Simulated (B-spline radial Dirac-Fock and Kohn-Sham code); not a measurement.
Core and valence levels of Yb²¹⁺

System: ytterbium as Yb²¹⁺, configuration [Kr] 4d10 4f3; nuclear rms radius 5.3108 fm (A = 174).

These are calculated numbers from a B-spline atomic structure program; the model is Dirac-Fock (average of configuration) total-energy differences with a finite nucleus, the Breit interaction including its frequency dependence, and self-energy and vacuum-polarisation corrections. The model has no electron correlation. Energies are counted from the vacuum level.

All terms are in eV, carry their sign (relaxation lowers the binding energy) and add up to the binding energy; ⟨r⟩ is the mean radius of the orbital in the initial state.

| subshell | −ε (Koopmans) | relaxation | Gaunt | retardation | self-energy | vacuum polarisation | binding energy | ⟨r⟩ (bohr) |
| --- | --- | --- | --- | --- | --- | --- | --- | --- |
| K (1s) | 62306.0 | -68.78 | -209.55 | 18.77 | -121.08 | 21.63 | 61947.0 | 0.020 |
| L1 (2s) | 11186.9 | -34.07 | -22.53 | 1.58 | -16.94 | 2.83 | 11117.7 | 0.083 |
| L2 (2p1/2) | 10673.3 | -38.43 | -38.91 | 4.26 | 0.15 | 0.08 | 10600.5 | 0.069 |
| L3 (2p3/2) | 9624.6 | -35.74 | -27.15 | 5.60 | -1.12 | -0.11 | 9566.1 | 0.076 |
| M1 (3s) | 3050.7 | -12.75 | -4.04 | 0.24 | -3.85 | 0.62 | 3030.9 | 0.215 |
| M2 (3p1/2) | 2824.9 | -13.61 | -7.14 | 0.69 | -0.03 | 0.02 | 2804.8 | 0.206 |
| M3 (3p3/2) | 2597.9 | -12.49 | -4.76 | 1.03 | -0.27 | -0.03 | 2581.3 | 0.219 |
| M4 (3d3/2) | 2219.3 | -14.73 | -2.99 | 0.24 | 0.29 | -0.03 | 2202.0 | 0.193 |
| M5 (3d5/2) | 2170.4 | -14.30 | -2.00 | 0.26 | 0.16 | -0.03 | 2154.5 | 0.197 |
| N1 (4s) | 1078.5 | -2.52 | -1.00 | 0.08 | -1.00 | 0.16 | 1074.2 | 0.471 |
| N2 (4p1/2) | 983.5 | -2.53 | -1.72 | 0.18 | 0.00 | 0.00 | 979.5 | 0.475 |
| N3 (4p3/2) | 925.7 | -2.21 | -1.11 | 0.27 | -0.07 | -0.01 | 922.6 | 0.499 |
| N4 (4d3/2) | 766.6 | -2.24 | -0.58 | 0.06 | 0.07 | -0.01 | 763.9 | 0.505 |
| N5 (4d5/2) | 755.2 | -2.12 | -0.35 | 0.07 | 0.04 | -0.01 | 752.9 | 0.513 |
| N6,7 (4f) | 571.4 | -2.15 | 0.08 | -0.01 | 0.04 | 0.00 | 569.3 | 0.513 |

For the deepest level, K (1s), the Breit terms make up -0.308 % of the binding energy, QED -0.161 % and orbital relaxation -0.111 %.

Spin-orbit splittings: 2p 1034.4 eV, 3p 223.5 eV, 3d 47.57 eV, 4p 56.85 eV, 4d 11.06 eV.

Going to the tabulated ground configuration of the next ion removes an electron from N6,7 (4f), computed at 569.3 eV. NIST lists 580 ± 30 eV as the ionisation energy of this species (theoretical), +10.66 eV from the computed value, within the stated uncertainty.
